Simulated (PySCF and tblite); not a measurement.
The numbers below are computed, except where a source is named.
C5H6ClNS, numbered as in [CH3:1][S:2][c:3]1[cH:4][nH:5][c:6]([Cl:7])[cH:8]1.

Search: ETKDG, MMFF94s, GFN2-xTB, 60 starts; geometries at GFN2-xTB. Energies: B3LYP-D3(BJ)/def2-SVP (IEF-PCM, tetrahydrofuran), with GFN2-xTB thermal terms (modes under about 100 cm⁻¹ blended into free rotors). Symmetry numbers and mirror images are counted. Conformers within 2.5 kcal/mol (GFN2-xTB free energy) were kept, 3 at most. Codes: tblite and PySCF.

Rotational constants are equilibrium values for the commonest isotopes; dipoles come from the energy level named and are polarised by its solvent model.

Torsions listed: C1–S2–C3–C4.

```csv
conformer,shape,symmetry
1,0°,Cs
2,-178°,Cs
```

**Question.** Give the rotational constants and dipole components.

**Answer.** 
```csv
conformer,A (MHz),B (MHz),C (MHz),abs μa (D),abs μb (D),abs μc (D),κ,Ic−Ia−Ib (u Å²)
1,5232,665,592,0.28,3.85,0.00,-0.97,-3.2
2,3728,735,616,1.07,0.65,0.07,-0.92,-3.3
```

**Question.** Which type of transition is strongest for conformer 1?

**Answer.** b-type, since that component is clearly the largest; the top is near-prolate.

The minima are those of GFN2-xTB; planar forms about aryl–S or allylic bonds may be saddles in DFT.
